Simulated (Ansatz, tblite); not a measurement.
Removing an electron: Ge(NH2)2 (GeN2H4). Charge 0, multiplicity 1. Geometry: r2SCAN-D4/def2-TZVP. Ansatz, gas phase; energy differences of separate SCF runs; the oxidised species was run as a doublet alone.

Cartesian coordinates in Å:
```
Ge 0.3131 -0.3983 -1.1346
N -1.3167 -0.1850 -0.3294
H -2.1705 -0.4074 -0.8157
H -1.4882 0.1492 0.6082
N 1.3308 0.1677 0.2774
H 2.3361 0.1943 0.2166
H 0.9953 0.4796 1.1776
```

The xTB rows come from tblite. Correlated methods freeze 11 core orbitals; core or outer-core shells of Ge are correlated, in sets that lack core-valence functions.

Question: Estimate orbital energies and vertical ionisation energies at: GFN1-xTB; GFN2-xTB; HF/def2-TZVPP; PBE-D4/def2-TZVP; r2SCAN-D4/def2-TZVP; PBE0-D4/def2-TZVP; MP2/def2-TZVPP; CCSD/def2-TZVPP; CCSD(T)/def2-TZVPP.

Answer: 
```tsv
level	−HOMO (eV)	vertical IE (eV)	−LUMO (eV)	HOMO–LUMO gap (eV)	remarks
GFN1-xTB	10.32	13.76	6.77	3.56	–
GFN2-xTB	9.63	13.61	5.28	4.34	–
HF/def2-TZVPP	–	8.15	–	–	–
PBE-D4/def2-TZVP	5.54	8.79	1.34	4.20	–
r2SCAN-D4/def2-TZVP	5.85	8.88	1.26	4.59	–
PBE0-D4/def2-TZVP	6.83	9.02	0.59	6.23	–
MP2/def2-TZVPP	–	9.66	–	–	–
CCSD/def2-TZVPP	–	9.24	–	–	large T1 (+1 doublet)
CCSD(T)/def2-TZVPP	–	9.22	–	–	large T1 (+1 doublet)
```

 Raw xTB energy differences between charge states are shifted by several eV; the methods need an empirical correction for them.
